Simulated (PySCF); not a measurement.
# `FC(O[C@H]1[C@H](B)C1)(F)F`, C$_{4}$H$_{6}$BF$_{3}$O

Cartesian coordinates in Å; atom numbers follow the order of the lines, from 1:
```xyz
15

B     1.7668    0.2044   -1.3744
C     1.0702    0.0954   -0.0022
C     0.9017   -1.2476    0.6993
C    -0.2785   -0.6016    0.0941
O    -1.2402   -0.0683    1.0002
C    -2.0111    0.8771    0.5048
F    -1.3465    1.9772    0.1036
F    -2.7204    0.4879   -0.5730
F    -2.8864    1.2688    1.4221
H     2.3922    1.1519   -1.6408
H     1.6614   -0.6722   -2.1402
H     1.1590    0.9238    0.6918
H     0.9668   -1.2517    1.7756
H     1.2935   -2.1294    0.2182
H    -0.7329   -1.0077   -0.8011
```

Computed with TDDFT B3LYP/def2-SVPD circular dichroism and optical rotation, one conformer, gas phase in PySCF. Geometry: GFN2-xTB.

The molecule is flexible and this is one conformer; a measurement averages over conformers. States above about 8.6 eV lie in this functional's continuum (it starts at minus the energy of the highest occupied orbital, well below the true ionisation energy for most functionals) and depend on the basis.

Question: What are the CIP labels of the stereocentres?

Answer: C2 R, C4 R.

Question: List the lowest 12 singlet excitations with oscillator and rotatory strengths.

Answer: Rotatory strengths R in 10⁻⁴⁰ esu² cm², velocity form and length form (origin at the centre of mass); f in length form.
```tsv
state	E (eV)	λ (nm)	f	R (velocity)	R (length)	main
1	5.54	224	0.011	-32.4	-32.8	HOMO→LUMO 0.81, HOMO−1→LUMO 0.16
2	6.04	205	0.023	+97.3	+96.9	HOMO−2→LUMO 0.70, HOMO−1→LUMO 0.24
3	6.26	198	0.122	-77.1	-77.6	HOMO−1→LUMO 0.57, HOMO−2→LUMO 0.29
4	7.18	173	0.006	+8.2	+7.3	HOMO−3→LUMO 0.96
5	7.93	156	0.028	-6.1	-5.9	HOMO−4→LUMO 0.97
6	8.11	153	0.002	+9.3	+10.0	HOMO→LUMO+1 0.96
7	8.26	150	0.005	-6.8	-7.0	HOMO→LUMO+2 0.96
8	8.51	146	0.016	+4.4	+3.4	HOMO−1→LUMO+1 0.96
9	8.66	143	0.008	+2.8	+2.5	HOMO−1→LUMO+2 0.94
10	8.76	142	0.011	-1.1	-0.9	HOMO→LUMO+3 0.88
11	8.81	141	0.018	-16.1	-15.3	HOMO→LUMO+4 0.77, HOMO−5→LUMO 0.10
12	8.82	141	0.024	-24.5	-23.6	HOMO−5→LUMO 0.63, HOMO−7→LUMO 0.14
```

Among the states computed, the strongest CD band (largest |R|) is state 2. The largest dissymmetry factor in size, g = 4R/(D+G), with D and G the electric and magnetic dipole strengths, is +0.045 for state 6 (velocity form, f = 0.003), among bands with |R| over 0.5. The mirror image has the same energies and oscillator strengths and all R with the opposite sign.
